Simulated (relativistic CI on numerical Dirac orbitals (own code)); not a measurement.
# d1 to d9 in one tetrahedral field

Computed with a parametric ligand-field model without spin-orbit coupling, by exact diagonalisation: B = 850, C = 4050, 10Dq = -6000 cm⁻¹ (Td; |10Dq|/B = 7.1) for every shell. Energies in cm⁻¹; the field energy is (0.6 n_e − 0.4 n_t2) × 10Dq of the ground term; g labels are left out.

```tsv
Shell	Ground term	Electrons in e	Field energy	First spin-allowed bands	Lowest term of other spin
d1	2E	1.000	-3600	2T2 6000	
d2	3A2	2.000	-7200	3T2 6000, 3T1 10209	1E 14257
d3	4T1	1.901	-4203	4T2 5145, 4A2 11145	2E 12318
d4	5T2	2.000	-2400	5E 6000	3T1 15839
d5	6A1	2.000	0	none	4T1 25241
d6	5E	3.000	-3600	5T2 6000	3T1 16350
d7	4A2	4.000	-7200	4T2 6000, 4T1 10209	2E 17632
d8	3T1	3.901	-4203	3T2 5145, 3A2 11145	1T2 13558
d9	2T2	4.000	-2400	2E 6000
```

Every shell keeps the spin of the free ion. Tetrahedral fields of 3d complexes are almost always too weak to pair spins. High-spin d^(n+5) repeats the spin-allowed bands of d^n, since the half-filled shell is spherical.
